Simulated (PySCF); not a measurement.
## Cu⁺: excitation energy

Cu⁺ [Ar] 3d10 (1S) → Cu⁺ [Ar] 3d9 4p1 (high-spin determinant), as a difference of total energies. Computed with PySCF 2.14 in ANO-RCC-VTZP, with scalar relativity by spin-free X2C-1e. Correlated levels: valence: [Ar] frozen. The calculations carry no spin-orbit coupling.

```csv
method,excitation energy (eV)
UHF,5.978
MP2 (valence),9.155
SCS-MP2 (valence),8.817
CCSD (valence),8.110
CCSD(T) (valence),8.296
```

How much does correlation contribute at CCSD(T) (valence)?

8.296 − (5.978) = 2.318 eV, measured against UHF.

A first-order spin-orbit estimate (lowest level to lowest level, LS coupling) adds -0.083 eV.

The basis was made for the ground configuration and has no added diffuse functions, so the excitation energy can come out too high.

The determinant of the upper state mixes LS terms, which raises its energy above the lowest term, most at the Hartree-Fock and MP2 levels.
